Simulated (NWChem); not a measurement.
Species: ScCl$_{2}$ cation; SMILES [Cl][Sc+][Cl]

Program: NWChem. The geometry was optimised at PBE-D3(BJ)/def2-SVP. The spin multiplicity was typed, not searched, and may not be the lowest. B3LYP is NWChem's, with the RPA form of VWN correlation.

For level Hartree-Fock/def2-SVP:

- highest occupied level (eV) = -17.42
- orbital gap (eV) = 11.36

Q: Estimate the same quantities for level B3LYP/def2-SVP.

A: 
- highest occupied level (eV) = -14.12
- orbital gap (eV) = 4.94
